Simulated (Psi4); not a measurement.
Input for Psi4: SAPT0/aug-cc-pVDZ on CH2BrN (a complex), monomers drawn apart or pushed together.

```
memory 8100 MB

molecule dimer {
0 1
C    -0.43984196   -0.08430315   -0.45793347
N    -0.26343036   -0.21408534    0.66507120
H    -0.60444194    0.03680709   -1.50541032
--
0 1
Br    0.24976755   -0.59134972    3.92473434
H     0.02781307   -0.42774419    2.51604813
units angstrom
symmetry c1
no_reorient
no_com
}

set {
  basis aug-cc-pVDZ
  scf_type df
  freeze_core true
}

energy('sapt0')
```

Program output:

```
[...]
==> Input File <==

--------------------------------------------------------------------------
memory 8100 MB

molecule dimer {
0 1
C    -0.43984196   -0.08430315   -0.45793347
N    -0.26343036   -0.21408534    0.66507120
H    -0.60444194    0.03680709   -1.50541032
--
0 1
Br    0.24976755   -0.59134972    3.92473434
H     0.02781307   -0.42774419    2.51604813
units angstrom
symmetry c1
no_reorient
no_com
}

set {
  basis aug-cc-pVDZ
  scf_type df
  freeze_core true
}

energy('sapt0')
--------------------------------------------------------------------------


   => Loading Basis Set <=

    Name: AUG-CC-PVDZ
    Role: ORBITAL
    Keyword: BASIS
    atoms 1    entry C          line   182 file aug-cc-pvdz.gbs
    atoms 2    entry N          line   218 file aug-cc-pvdz.gbs
    atoms 3, 5 entry H          line    40 file aug-cc-pvdz.gbs
    atoms 4    entry BR         line  3326 file aug-cc-pvdz.gbs

   => Loading Basis Set <=

    Name: AUG-CC-PVDZ
    Role: ORBITAL
    Keyword: BASIS
    atoms 1    entry C          line   182 file aug-cc-pvdz.gbs
    atoms 2    entry N          line   218 file aug-cc-pvdz.gbs
    atoms 3, 5 entry H          line    40 file aug-cc-pvdz.gbs
    atoms 4    entry BR         line  3326 file aug-cc-pvdz.gbs


  //>>>>>>>>>>>>>>>>>>>>>>>>>>>>>>>>>>>//
  //              Dimer HF             //
  //<<<<<<<<<<<<<<<<<<<<<<<<<<<<<<<<<<<//

   => Libint2 <=

    Primary   basis highest AM E, G, H:  7, 6, 3
    Auxiliary basis highest AM E, G, H:  7, 7, 4
    Onebody   basis highest AM E, G, H:  -, -, -
    Solid Harmonics ordering:            Gaussian


   => Loading Basis Set <=

    Name: AUG-CC-PVDZ
    Role: ORBITAL
    Keyword: BASIS
    atoms 1    entry C          line   182 file aug-cc-pvdz.gbs
    atoms 2    entry N          line   218 file aug-cc-pvdz.gbs
    atoms 3, 5 entry H          line    40 file aug-cc-pvdz.gbs
    atoms 4    entry BR         line  3326 file aug-cc-pvdz.gbs


         ---------------------------------------------------------
                                   SCF
               by Justin Turney, Rob Parrish, Andy Simmonett
                          and Daniel G. A. Smith
                              RHF Reference
                        4 Threads,   7724 MiB Core
         ---------------------------------------------------------

  ==> Geometry <==

    Molecular point group: c1
    Full point group: C1

    Geometry (in Angstrom), charge = 0, multiplicity = 1:

       Center              X                  Y                   Z               Mass
    ------------   -----------------  -----------------  -----------------  -----------------
         C           -0.439841960000    -0.084303150000    -0.457933470000    12.000000000000
         N           -0.263430360000    -0.214085340000     0.665071200000    14.003074004430
         H           -0.604441940000     0.036807090000    -1.505410320000     1.007825032230
         BR           0.249767550000    -0.591349720000     3.924734340000    78.918337600000
         H            0.027813070000    -0.427744190000     2.516048130000     1.007825032230

  Running in c1 symmetry.

  Rotational constants: A =      4.09789  B =      0.01332  C =      0.01327 [cm^-1]
  Rotational constants: A = 122851.69620  B =    399.20048  C =    397.90750 [MHz]
  Nuclear repulsion =  107.388231972883659

  Charge       = 0
  Multiplicity = 1
  Electrons    = 50
  Nalpha       = 25
  Nbeta        = 25

  ==> Algorithm <==

  SCF Algorithm Type is DF.
  DIIS enabled.
  MOM disabled.
  Fractional occupation disabled.
  Guess Type is SAD.
  Energy threshold   = 1.00e-08
  Density threshold  = 1.00e-08
  Integral threshold = 1.00e-12

  ==> Primary Basis <==

  Basis Set: AUG-CC-PVDZ
    Blend: AUG-CC-PVDZ
    Number of shells: 42
    Number of basis functions: 100
    Number of Cartesian functions: 107
    Spherical Harmonics?: true
    Max angular momentum: 2

   => Loading Basis Set <=

    Name: (AUG-CC-PVDZ AUX)
    Role: JKFIT
    Keyword: DF_BASIS_SCF
    atoms 1    entry C          line   154 file aug-cc-pvdz-jkfit.gbs
    atoms 2    entry N          line   212 file aug-cc-pvdz-jkfit.gbs
    atoms 3, 5 entry H          line    70 file aug-cc-pvdz-jkfit.gbs
    atoms 4    entry BR         line  1380 file aug-cc-pvdz-jkfit.gbs

  ==> Integral Setup <==

  DFHelper Memory: AOs need 0.035 GiB; user supplied 5.658 GiB.
  SCF_SUBTYPE=INCORE selected. In-core MEM_DF algorithm will be used.
  Using in-core AOs.

  ==> MemDFJK: Density-Fitted J/K Matrices <==

    J tasked:                   Yes
    K tasked:                   Yes
    wK tasked:                   No
    OpenMP threads:               4
    Algorithm:                 Core
    Schwarz Cutoff:           1E-12
    Mask sparsity (%):       1.5200
    Fitting Condition:        1E-10

   => Auxiliary Basis Set <=

  Basis Set: (AUG-CC-PVDZ AUX)
    Blend: AUG-CC-PVDZ-JKFIT
    Number of shells: 132
    Number of basis functions: 430
    Number of Cartesian functi
[...]
067    98A      6.958509    99A     18.770256
     100A     25.251024

    Final Occupation by Irrep:
              A
    DOCC [    18 ]
    NA   [    18 ]
    NB   [    18 ]

  @DF-RHF Final Energy: -2572.29960137199214

   => Energetics <=

    Nuclear Repulsion Energy =             12.9029947017676196
    One-Electron Energy =               -3607.3258136533190736
    Two-Electron Energy =                1022.1232175795593093
    Total Energy =                      -2572.2996013719921393

Computation Completed


Properties will be evaluated at   0.000000,   0.000000,   0.000000 [a0]

Properties computed using the SCF density matrix


 Multipole Moments:

 ------------------------------------------------------------------------------------
     Multipole            Electronic (a.u.)      Nuclear  (a.u.)        Total (a.u.)
 ------------------------------------------------------------------------------------

 L = 1.  Multiply by 2.5417464519 to convert [e a0] to [Debye]
 Dipole X            :        -16.6334409           16.5722883           -0.0611526
 Dipole Y            :         39.9655122          -39.9204349            0.0450773
 Dipole Z            :       -264.7263145          264.3381975           -0.3881170
 Magnitude           :                                                    0.3954825

 ------------------------------------------------------------------------------------

  Constructing Basis Sets for SAPT...

   => Loading Basis Set <=

    Name: (AUG-CC-PVDZ AUX)
    Role: RIFIT
    Keyword: DF_BASIS_SAPT
    atoms 1    entry C          line   112 file aug-cc-pvdz-ri.gbs
    atoms 2    entry N          line   158 file aug-cc-pvdz-ri.gbs
    atoms 3, 5 entry H          line    30 file aug-cc-pvdz-ri.gbs
    atoms 4    entry BR         line   970 file aug-cc-pvdz-ri.gbs

   => Loading Basis Set <=

    Name: (AUG-CC-PVDZ AUX)
    Role: JKFIT
    Keyword: DF_BASIS_ELST
    atoms 1    entry C          line   154 file aug-cc-pvdz-jkfit.gbs
    atoms 2    entry N          line   212 file aug-cc-pvdz-jkfit.gbs
    atoms 3, 5 entry H          line    70 file aug-cc-pvdz-jkfit.gbs
    atoms 4    entry BR         line  1380 file aug-cc-pvdz-jkfit.gbs


  //>>>>>>>>>>>>>>>>>>>>>>>>>>>>>>>>>>>//
  //               SAPT0               //
  //<<<<<<<<<<<<<<<<<<<<<<<<<<<<<<<<<<<//



        SAPT0
    Ed Hohenstein
     6 June 2009

      Orbital Information
  --------------------------
    NSO        =       100
    NMO        =       100
    NRI        =       320
    NRI (Elst) =       430
    NOCC A     =         7
    NOCC B     =        18
    FOCC A     =         2
    FOCC B     =         9
    NVIR A     =        93
    NVIR B     =        82

    Elst10,r            =    -0.015624199680 [Eh]
    Exch10              =     0.022919414499 [Eh]
    Exch10 (S^2)        =     0.022510780233 [Eh]

    Maxiter = 50
    CPHF R converge = 1.000000E-08

    Iter     Energy [mEh]          dE [mEh]         Residual      Time [s]
       1      -4.10731537       4.107315374     1.643618e-02             0
       2      -4.51813171       0.410816334     7.206797e-03             0
       3      -5.07653270       0.558400990     1.107742e-03             0
       4      -5.06428025      -0.012252449     2.603200e-04             0
       5      -5.05815926      -0.006120987     4.216177e-05             0
       6      -5.05899435       0.000835088     7.444656e-06             0
       7      -5.05891651      -0.000077836     1.299106e-06             0
       8      -5.05892373       0.000007213     1.589867e-07             0
       9      -5.05892357      -0.000000158     2.534023e-08             0
      10      -5.05892348      -0.000000086     2.367716e-09             0

    CHF Iterations converged

    Maxiter = 50
    CPHF R converge = 1.000000E-08

    Iter     Energy [mEh]          dE [mEh]         Residual      Time [s]
       1      -3.16988150       3.169881497     8.065708e-03             0
       2      -3.50233354       0.332452038     1.989135e-03             0
       3      -3.60220861       0.099875076     2.637023e-04             0
       4      -3.59768470      -0.004523911     6.250474e-05             0
       5      -3.59689294      -0.000791760     1.253083e-05             0
       6      -3.59714335       0.000250405     2.500136e-06             0
       7      -3.59711395      -0.000029398     2.590006e-07             0
       8      -3.59711574       0.000001795     3.688561e-08             0
       9      -3.59711556      -0.000000184     5.003353e-09             0

    CHF Iterations converged

    Ind20,r (A<-B)      =    -0.005058923484 [Eh]
    Ind20,r (B<-A)      =    -0.003597115559 [Eh]
    Ind20,r             =    -0.008656039043 [Eh]
    Exch-Ind20,r (A<-B) =     0.002235634435 [Eh]
    Exch-Ind20,r (B<-A) =     0.002609437013 [Eh]
    Exch-Ind20,r        =     0.004845071448 [Eh]
    Disp20              =    -0.007290075082 [Eh]
    Disp20 (SS)         =    -0.003645037541 [Eh]
    Disp20 (OS)         =    -0.003645037541 [Eh]
    Exch-Disp20         =     0.001209061406 [Eh]
    Exch-Disp20 (SS)    =     0.000716177872 [Eh]
    Exch-Disp20 (OS)    =     0.000492883534 [Eh]

    SAPT Results
  --------------------------------------------------------------------------------------------------------
    Electrostatics                -15.62419968 [mEh]      -9.80433332 [kcal/mol]     -41.02133061 [kJ/mol]
      Elst10,r                    -15.62419968 [mEh]      -9.80433332 [kcal/mol]     -41.02133061 [kJ/mol]

    Exchange                       22.91941450 [mEh]      14.38214973 [kcal/mol]      60.17491448 [kJ/mol]
      Exch10                       22.91941450 [mEh]      14.38214973 [kcal/mol]      60.17491448 [kJ/mol]
      Exch10(S^2)                  22.51078023 [mEh]      14.12572786 [kcal/mol]      59.10204536 [kJ/mol]

    Induction                      -8.04623570 [mEh]      -5.04908913 [kcal/mol]     -21.12538892 [kJ/mol]
      Ind20,r                      -8.65603904 [mEh]      -5.43174650 [kcal/mol]     -22.72642738 [kJ/mol]
      Exch-Ind20,r                  4.84507145 [mEh]       3.04032823 [kcal/mol]      12.72073333 [kJ/mol]
      delta HF,r (2)               -4.23526811 [mEh]      -2.65767086 [kcal/mol]     -11.11969488 [kJ/mol]

    Dispersion                     -6.08101368 [mEh]      -3.81589369 [kcal/mol]     -15.96569921 [kJ/mol]
      Disp20                       -7.29007508 [mEh]      -4.57459118 [kcal/mol]     -19.14008949 [kJ/mol]
      Exch-Disp20                   1.20906141 [mEh]       0.75869749 [kcal/mol]       3.17439028 [kJ/mol]
      Disp20 (SS)                  -3.64503754 [mEh]      -2.28729559 [kcal/mol]      -9.57004475 [kJ/mol]
      Disp20 (OS)                  -3.64503754 [mEh]      -2.28729559 [kcal/mol]      -9.57004475 [kJ/mol]
      Exch-Disp20 (SS)              0.71617787 [mEh]       0.44940840 [kcal/mol]       1.88032474 [kJ/mol]
      Exch-Disp20 (OS)              0.49288353 [mEh]       0.30928909 [kcal/mol]       1.29406554 [kJ/mol]

  Total HF                         -0.75102088 [mEh]      -0.47127272 [kcal/mol]      -1.97180505 [kJ/mol]
  Total SAPT0                      -6.83203456 [mEh]      -4.28716641 [kcal/mol]     -17.93750426 [kJ/mol]

  Special recipe for scaled SAPT0 (see Manual):
    Electrostatics sSAPT0         -15.62419968 [mEh]      -9.80433332 [kcal/mol]     -41.02133061 [kJ/mol]
    Exchange sSAPT0                22.91941450 [mEh]      14.38214973 [kcal/mol]      60.17491448 [kJ/mol]
    Induction sSAPT0               -7.77756179 [mEh]      -4.88049371 [kcal/mol]     -20.41998567 [kJ/mol]
    Dispersion sSAPT0              -6.01396755 [mEh]      -3.77382161 [kcal/mol]     -15.78966964 [kJ/mol]
  Total sSAPT0                     -6.49631453 [mEh]      -4.07649891 [kcal/mol]     -17.05607144 [kJ/mol]
  --------------------------------------------------------------------------------------------------------



*** Psi4 exiting successfully. Buy a developer a beer!
```

The run finished.

Cost: very roughly 28 core-seconds.
